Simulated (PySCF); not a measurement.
# Core-level binding energies of `N#C[SiH](N)C#N`

Species: C2H3N3Si.
Structure used (GFN2-xTB), in Å, numbered top down from 1:
```xyz
9
C2H3N3Si angstrom
N     -2.4567   -1.4722   -0.6512
C     -1.5213   -0.9544   -0.2436
Si    -0.0176   -0.1068    0.4701
N      0.0534    1.4270   -0.2859
C      1.4745   -1.0438   -0.1501
N      2.3998   -1.6197   -0.4985
H     -0.0659   -0.2193    1.9319
H     -0.7547    2.0266   -0.3244
H      0.9020    1.9687   -0.2735
```

Method: delta-SCF UKS SCAN, pcX-2 on the ionised atom, pcseg-1 elsewhere, spin-free X2C in PySCF 2.14.0. Each binding energy is the total energy of the core-ionised species, with the hole localised on one atom, minus that of the ground state; both are solved self-consistently, so orbital relaxation is included.

Q: Give the core binding energies atom by atom.

A: 
```tsv
atom(s)	environment	level	binding energy (eV)	2p1/2 (eV)	above the level's lowest (eV)	count
N1/N6	cyano nitrogen	N 1s	405.86	–	0.00	2
C2/C5	cyano carbon	C 1s	292.29	–	0.00	2
Si3	SiH silicon	Si 2p3/2	109.21	109.84	0.00	1
Si3	SiH silicon	Si 1s	1849.26	–	0.00	1
N4	silicon-bound nitrogen	N 1s	405.96	–	+0.10	1
```

The 2 N 1s values lie within 0.10 eV of each other; Gaussian lines of 0.5 eV full width would blend them into one maximum.

Q: What is the longest wavelength that can ionise Si 1s of Si3 vertically?

A: λ = hc/E = 12398.42 eV Å / 1849.26 eV = 6.705 Å.

Q: Express the binding energy of Si 1s of Si3 in atomic units and per mole.

A: 1849.26 eV = 67.9591 Eh = 178426 kJ/mol.

Atoms equivalent by their bonding share one computed value, that of the first of them. 2p3/2 and 2p1/2 are the ΔSCF energy of one spin-free 2p hole plus the eigenvalues of a spin–orbit and ligand-field matrix of the shell. 2p1/2 minus 2p3/2 (ligand field included): Si 0.63 eV. One conformer (not necessarily the lowest) at the GFN2-xTB geometry, without solvent, vibrations or thermal averaging.
